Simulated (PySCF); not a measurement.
A structure optimised at PBE-D3(BJ)/def2-SVP, used in a PySCF frequency run:

```
N
C 1 1.4491
H 2 1.1087 1 110.77
H 2 1.1164 3 107.49 1 -119.50
H 2 1.1233 3 107.58 4 -114.56
C 1 1.4516 2 112.20 3 -176.45
H 6 1.1107 1 111.02 2 -179.99
H 6 1.1160 7 106.84 1 119.40
H 6 1.1235 7 107.70 8 113.87
Bi 1 2.2100 2 115.70 3 52.09
H 10 1.8203 1 91.15 2 -45.09
H 10 1.8448 11 88.78 3 -79.28
```

Question: Write its SMILES and formula.

Answer: C[N](C)[BiH2], C2H8BiN

Question: What are its rotational constants (standard atomic weights)?

Answer: 8.1274, 1.8281, 1.5724 GHz
